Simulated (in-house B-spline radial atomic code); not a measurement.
RPA and G0W0 on BHandHLYP: neutral antimony

Configuration [Kr] 4d10 5s2 5p3, highest spin, mean-field start BHandHLYP. Computed with a B-spline radial code for spherical atoms: all electrons, scalar-relativistic (spin-free one-electron X2C), finite nucleus, each spin shell either full or empty, empty states to l = 9 with an (l + 1/2)⁻⁴ tail; G0W0 by contour deformation at full frequency.

Spin-orbit coupling, left out, splits p levels strongly here.

Command:
```bash
python run_gw.py task.json out
```
Settings (radii: box in bohr, nucleus in fm):
```
Z                        51
electrons                51
configuration            [Kr] 4d10 5s2 5p3
hamiltonian              x2c
method                   bhandhlyp
lmax                     9
rms_radius               4.6802
spin_polarised           True
box_radius               40
intervals                72
```

Time taken, with all properties: 11 s on 1 thread of Arm Neoverse N1 (shared host).

Energies (hartree):

```json
{"term": "mean-field total", "value": "-6480.80517"}
{"term": "Hartree-Fock functional on these orbitals", "value": "-6478.03191"}
{"term": "direct second order", "value": "-4.2851"}
{"term": "second-order exchange", "value": "1.1881"}
{"term": "SOSEX correction", "value": "1.1108"}
```

Question: What is the RPA correlation energy, and what remains with SOSEX?

Answer: RPA gives -3.7832 hartree (-2.02 eV per electron); RPA + SOSEX gives -2.6724, and the second-order doubles -3.097 hartree (no singles). RPA lacks exchange-type terms and so overcorrelates at short range.

Quasi-particle levels (eV):

```tsv
level	occupied	mean field	Σx - vxc	Σc	QP weight	G0W0
5p up	yes	-7.259	-1.69	?	?	?
5s down	yes	-13.435	-0.24	-1.65	0.895	-15.316
5p down	no	-2.045	2.97	-1.84	0.927	-0.917
```

G0W0 = mean field + (Σx - vxc) + Σc, with Σc (partial-wave tail included) taken at the quasi-particle energy. Only the outer levels were computed. Levels of low weight are left out.

Question: Where does G0W0 put 5p up?

Answer: At -9.279 eV, with Σc = -0.33 eV and a quasi-particle weight of 0.914. The tabulated removal energy is 8.608 eV (NIST, measured); the calculation leaves out spin-orbit coupling, Breit and QED terms, and what these don't explain is the method's own error.
